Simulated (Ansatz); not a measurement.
Basis sets compared for [Cu(N2)2]+ (CuN4⁺). Total charge 1; singlet. Geometry PBE-D4/def2-SVP. Ansatz on 2 threads of Arm Neoverse V2 on a shared host; times are rough, and most runs start from earlier orbitals.

Cartesian coordinates in Å:
```
Cu -0.0013 0.0028 0.0011
N 1.6885 0.5858 0.5581
N 2.6931 0.9331 0.8898
N -1.6885 -0.5861 -0.5578
N -2.6917 -0.9356 -0.8912
```

The 6-31G sets use Cartesian d functions. B3LYP takes the VWN-RPA correlation.

```csv
level,functions,energy (Eh),HOMO (eV),LUMO (eV),wall time
HF/STO-3G,38,-1835.0051,-10.80,-3.64,0.2 s
HF/6-31G,65,-1856.1599,-17.39,-3.50,0.4 s
PBE-D4/def2-SVP,87,-1858.4524,-12.86,-8.71,1.1 s
B3LYP-D4/6-31G,65,-1858.9807,-13.32,-7.97,1.1 s
PBE0-D4/def2-SVP,87,-1858.4383,-14.45,-7.48,1.4 s
```

Q: Estimate the rows for PBE-D4/def2-TZVP (with forces), B3LYP-D4/def2-TZVP, PBE0-D4/def2-TZVP.

A: 
```
                         level  functions  energy (Eh)  HOMO (eV)  LUMO (eV)  wall time
PBE-D4/def2-TZVP (with forces)        169   -1858.9524     -13.04      -8.80        2 s
            B3LYP-D4/def2-TZVP        169   -1859.4761     -14.42      -7.88      2.4 s
             PBE0-D4/def2-TZVP        169   -1858.9311     -14.59      -7.52      2.3 s
```
